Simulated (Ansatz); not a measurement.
Basis-set extrapolation for CH$_{7}$NO$_{3}$Si, SMILES `CO[Si](N)(O)O` (PBE0-D4/def2-TZVP geometry, frozen core, Ansatz). Multiplicity 1, RHF reference.

|  | def2-TZVPP | def2-QZVPP |
| --- | --- | --- |
| HF | -610.273663 | -610.299422 |
| MP2 correlation | -1.219596 | -1.315321 |
| CCSD(T) correlation | -1.294037 | not run |

Energies in hartree. Use E(X) = E(∞) + A·exp(−7.88·√X) for Hartree–Fock and E(X) = E(∞) + B·X^(−2.97) for correlation, with X = 3 and 4, and add CCSD(T) minus MP2 of the smaller set to the MP2 limit.

What is the CCSD(T) energy at the basis-set limit?

HF limit: -610.299422 + (-0.025759) × 0.13774 = -610.30297. MP2 limit: -1.315321 + (-0.095725) × 0.74074 = -1.38623. Higher-order term: -1.294037 − (-1.219596) = -0.07444. Total: -611.76364 hartree, 514.4 kJ/mol below CCSD(T)/def2-TZVPP.
